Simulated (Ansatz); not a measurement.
System: trifluoromethoxyethene, C₃H₃F₃O (charge 0, singlet). 
Coordinates optimised at B3LYP-D3(BJ)/def2-TZVP (Ansatz, an electronic-structure program):
```xyz
10

C     -2.2349     0.1603    -0.0348
C     -1.4833    -0.9235     0.0330
O     -0.0991    -1.0123     0.0540
C      0.6759     0.0947     0.0027
F      1.9442    -0.3035     0.0392
F      0.4643     0.9238     1.0393
F      0.4895     0.8061    -1.1224
H     -1.8449     1.1647    -0.0849
H     -3.3073     0.0330    -0.0404
H     -1.8821    -1.9254     0.0829
```
Charge 0, spin multiplicity 1.

Basis-set convergence of Hartree-Fock and MP2 correlation energies (hartree) with Ansatz. Cores are frozen in the correlated levels unless marked. Spin-orbit coupling is left out. Non-relativistic.

```json
[
 {"basis": "aug-cc-pVDZ", "functions": "188", "E(HF)": "-488.57538", "E(corr, MP2)": "-1.20511"},
 {"basis": "aug-cc-pVTZ", "functions": "391", "E(HF)": "?", "E(corr, MP2)": "?"}
]
```

Problem. Some entries are withheld; supply them.

Solution. 
- aug-cc-pVTZ, E(HF): -488.70902
- aug-cc-pVTZ, E(corr, MP2): -1.48823
